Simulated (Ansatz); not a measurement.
`C[SiH2][GeH2][OH]` + `BS` → `BS[SiH2]C` + `[OH][GeH3]` at 400 K and 1 bar (cleavage of the Si–Ge bond).

Computed with Ansatz on PBE0-D4/def2-TZVP structures; ΔE is electronic, products minus reactants. CCSD(T)/CBS is the MP2 limit (def2-TZVPP, def2-QZVPP) plus CCSD(T) − MP2 in def2-TZVPP, frozen cores. This one scheme is used for every species. For Ge outer-core shells are correlated without core-valence functions, which leaves a few kJ/mol of doubt a bond. Scalar relativity is left out up to krypton. One conformer a species, not always the lowest.

```csv
species,CCSD(T)/CBS energy (Eh),H − E (kJ/mol),S (J/(mol·K))
`C[SiH2][GeH2][OH]`,-2483.25863,256.6,415.2
`BS`,-424.38198,95.9,260.4
`BS[SiH2]C`,-753.95937,235.1,380.8
`[OH][GeH3]`,-2153.69723,116.2,291.7
```

H − E and S are ideal-gas, rigid-rotor, harmonic terms from PBE0-D4/def2-TZVP, for one conformer and one mirror image of each species. 1 Eh = 2625.50 kJ/mol, R = 8.31446 J/(mol·K).

**Question.** By hand: ΔE, ΔH, ΔS and ΔG.

**Answer.** ΔE = (-753.95937) + (-2153.69723) − (-2483.25863) − (-424.38198) = -0.01599 Eh = -42.0 kJ/mol. Δ(H − E) = 235.1 + 116.2 − 256.6 − 95.9 = -1.2, so ΔH = -43.2 kJ/mol. ΔS = 380.8 + 291.7 − 415.2 − 260.4 = -3.1 J/(mol·K). ΔG = -43.2 − 400 × (-3.1)/1000 = -42.0 kJ/mol.

**Question.** By hand: the equilibrium constant, and the temperature at which ΔG would vanish if ΔH and ΔS stayed fixed.

**Answer.** log₁₀ K = −ΔG/(RT ln 10) = 5.5. ΔG = 0 at ΔH/ΔS = 13935 K, far beyond where these terms or the molecules hold.

The number of gas molecules stays the same, so ΔS is small and ΔH decides. A doubt of 5 kJ/mol in ΔE shifts log₁₀ K by 0.7 here. Other conformers and mirror images would add mixing entropy, several J/(mol·K) or more a flexible species. Modes under 60 cm⁻¹, often nearly free rotors, make the harmonic entropy too high. These are equilibria of isolated gas molecules and say nothing of rates. Largest T1 diagnostic: 0.015 (customary marks: 0.02 for closed shells, 0.045 for open ones).
